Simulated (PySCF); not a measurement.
Compound: C5H6BN.
Bonds: C1–C2 (triple), C2–B3, B3–C4, C4–C5 (triple), B3–N6, N6–C7. Hydrogens: H8 on C1; H9 on C5; H10 on N6; H11, H12, H13 on C7.

A GFN2-xTB structure with every atom displaced at random (by about 0.01 Å) was refined with PBE0-D3(BJ)/def2-SVP geometry optimisation, gas phase in PySCF 2.14.0. Values at the start:

```
coordinate    start
     C1≡C2  1.180 Å
     C1–H8  1.071 Å
     C2–B3  1.518 Å
     B3–C4  1.489 Å
     B3–N6  1.403 Å
     N6–C7  1.447 Å
    N6–H10  1.009 Å
    C7–H11  1.102 Å
  C1–C2–B3   179.1°
  C2–B3–C4   121.4°
  C2–B3–N6   120.1°
  B3–N6–C7   128.3°
  C4–B3–N6   118.5°
```

Problem. How do these coordinates change at the PBE0-D3(BJ)/def2-SVP level?

Solution. 
```csv
coordinate,PBE0-D3(BJ)/def2-SVP (Å or °),change
B3–C4,1.539,+0.050
C1≡C2,1.217,+0.037
C2–B3,1.539,+0.021
N6–C7,1.440,-0.007
B3–N6,1.397,-0.006
N6–H10,1.014,+0.005
C7–H11,1.098,-0.004
C1–H8,1.075,+0.004
C2–B3–C4,120.3,-1.1
C2–B3–N6,120.6,+0.5
B3–N6–C7,127.8,-0.5
C4–B3–N6,119.1,+0.6
C1–C2–B3,179.3,+0.2
```

The energy falls by 4.9 kcal/mol over 7 energy and gradient evaluations, the largest force component goes from 0.0582 to 3.1e-04 Eh/bohr, and the atoms move by 0.047 Å rms after alignment. The bond that changes most is B3–C4 (three-coordinate boron to alkyne carbon), which lengthens by 0.050 Å. Bonds longer at the end by more than 0.005 Å: 7 of 12; shorter: 3. Rotational constants go from 3243, 2098, 1285 to 3157, 2058, 1256 MHz.

The run used 128 basis functions and 56 SCF cycles in all.

No frequency check. One conformer, not necessarily the lowest.

The values belong to the conformer `[CH:1]#[C:2][B:3]([C:4]#[CH:5])[NH:6][CH3:7]`: C2–B3–N6–C7 0°.
